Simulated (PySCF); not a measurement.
Geometry (Å), atoms numbered from 1 in this order:
```xyz
13

C     3.196    0.547    0.191
C     1.883   -0.082    0.498
C     0.673    0.385    0.178
Cl    0.458    1.895   -0.694
O    -0.466   -0.239    0.484
Si   -2.062    0.255    0.228
H     3.765    0.749    1.114
H     3.822   -0.120   -0.426
H     3.075    1.495   -0.349
H     1.865   -1.031    1.043
H    -2.357    0.388   -1.225
H    -2.857   -0.853    0.819
H    -2.346    1.533    0.939
```

Geometry: PBE0-D3(BJ)/def2-SVP; GIAO shifts from PySCF 2.14, gas phase, non-relativistic, averaged over equivalent atoms.

At HF/pcSseg-1 (151 basis functions, 6.6 s wall time on 1 thread of an Arm Neoverse V2, shared host):
```tsv
atoms	δ (ppm)
C3	148.9
C2	107.1
C1	12.8
Cl4	170.8
O5	84.1
Si6	-39.7
H10	5.18
H11/H12/H13	4.39
H7/H8/H9	1.82
```

References, each an isolated molecule treated in the same way: TMS for 13C (σref 190.85), 29Si (σref 393.43), 1H (σref 31.69); HCl for 35Cl (σref 955.90); H2O for 17O (σref 333.31).

Task: Predict the values at PBE0/IGLO-III on the same geometry.

Result: 
| atoms | δ at PBE0/IGLO-III | change |
| --- | --- | --- |
| C3 | 152.9 | +4.0 |
| C2 | 105.0 | -2.1 |
| C1 | 14.9 | +2.1 |
| Cl4 | 249.0 | +78.2 |
| O5 | 123.0 | +38.9 |
| Si6 | -41.0 | -1.3 |
| H10 | 4.91 | -0.27 |
| H11/H12/H13 | 5.19 | +0.80 |
| H7/H8/H9 | 1.75 | -0.07 |

Scale: 13C (σref 183.78) and 29Si (σref 345.34) and 1H (σref 31.37) vs TMS; 35Cl (σref 944.80) against HCl; 17O (σref 327.19) vs H2O (reference shieldings calculated alike).

The largest change is at Cl4 (chlorine bonded to C). Cost: 298 basis functions, 44 s wall time on 1 thread of an Arm Neoverse V1, shared host. The order of the carbon signals is the same at both levels.

Carbons that carry Cl, above all several Cl atoms, come out too deshielded, partly because spin–orbit coupling is missing. Experimental scales use liquid or dissolved standards, which lie at an offset from isolated H2O (liquid H2O: subtract about 36 ppm).
